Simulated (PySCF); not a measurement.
Li⁺ (lithium, charge +1) across methods

1s2, closed-shell 1S. Calculation: PySCF 2.14, in aug-cc-pVTZ-DK (5s4p3d2f, 46 functions); scalar relativity by spin-free X2C-1e.

```csv
method,E (hartree),mean ε 1s (eV),Σ⟨r²⟩ (bohr²),⟨S²⟩
BLYP,-7.2789,-60.607,0.9116,0.000
BP86,-7.2765,-60.480,0.9051,0.000
PBE0,-7.2627,-64.432,0.9042,0.000
LDA,-7.1430,-59.527,0.9301,0.000
PBE,-7.2565,-60.319,0.9113,0.000
BHandHLYP,-7.2816,-68.788,0.8998,0.000
r2SCANh,-7.2815,-63.336,0.8976,0.000
r2SCAN,-7.2820,-61.867,0.8987,0.000
UHF,-7.23704,-75.988,0.8905,0.000
```
